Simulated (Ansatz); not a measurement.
Reaction (hydrogenolysis of a B–Cl bond): `NB(Cl)O[SiH3]` + H₂ → `NBO[SiH3]` + HCl

Calculated with Ansatz (gas phase, PBE0-D4/def2-TZVP geometries, no zero-point term in ΔE). CBS: MP2 limit from def2 TZ/QZ plus the TZ coupled-cluster correction, frozen cores. This one scheme is used for every species. Functionals use def2-TZVPP. Each species was taken in one conformer, which may not be the lowest.

`NB(Cl)O[SiH3]`:

Z-matrix (Å, degrees):
```
Si
O 1 1.641
H 1 1.482 2 108.8
H 1 1.482 2 108.9 3 -120.2
H 1 1.490 2 110.5 3 119.9
B 2 1.357 1 138.0 3 -120.6
Cl 6 1.779 2 117.5 1 -179.9
N 6 1.397 2 124.1 1 0.1
H 8 1.005 6 123.1 2 0.1
H 8 1.003 6 122.1 2 180.0
```

H₂:

```xyz
2

H     0.310    0.007    0.208
H    -0.310   -0.007   -0.208
```

`NBO[SiH3]`:

Cartesian coordinates in Å:
```
N -1.235 -0.325 1.738
B -0.612 0.294 0.655
O 0.251 -0.429 -0.126
Si 1.141 -0.044 -1.450
H -1.875 0.158 2.342
H -1.079 -1.290 1.976
H -0.837 1.451 0.418
H 2.577 -0.274 -1.148
H 0.734 -0.922 -2.576
H 0.934 1.380 -1.829
```

HCl:

```xyz
2

Cl   -0.524   -0.076    0.359
H     0.524    0.076   -0.359
```

(1) Is it downhill or uphill in electronic energy at CCSD(T)/CBS, and by how much? (Best estimate.)

(2) What do these levels give: r2SCAN-D4, B97M-V, r2SCAN0-D4, CAM-B3LYP-D4, PBE-QIDH, revPBE? (Best estimate.)

(3) What do rigid-rotor, harmonic-oscillator terms from PBE0-D4/def2-TZVP frequencies (298.15 K, 1 bar) make of the CCSD(T)/CBS value? (Best estimate.)

Largest T1 diagnostic among the species: 0.012.

Answers

(1) Ansatz gave: Uphill: ΔE = +59.0 kJ/mol.

(2) The calculation gave: r2SCAN-D4 65.9, B97M-V 62.7, r2SCAN0-D4 63.7, CAM-B3LYP-D4 56.0, PBE-QIDH 60.0, revPBE 53.2 kJ/mol.

(3) The calculation gave: ΔZPE = +10.8 kJ/mol, ΔH = +67.4 kJ/mol, ΔS = 21 J/(mol·K), ΔG = +61.0 kJ/mol. Modes under 50 cm⁻¹ make the entropy rough.

In def2-TZVPP, CCSD(T) changes the Hartree–Fock value by +11.4 kJ/mol (the triples alone add +4.0 kJ/mol) and MP2 by +19.3 kJ/mol. The D4 term adds +9.7 kJ/mol with B3LYP and +5.2 kJ/mol with PBE0; it sums over pairs of atoms, weighted by their polarisabilities, and B3LYP, whose exchange is more repulsive, gets the larger term.

B3LYP here is the variant with VWN-RPA as its local correlation; programs differ in this.
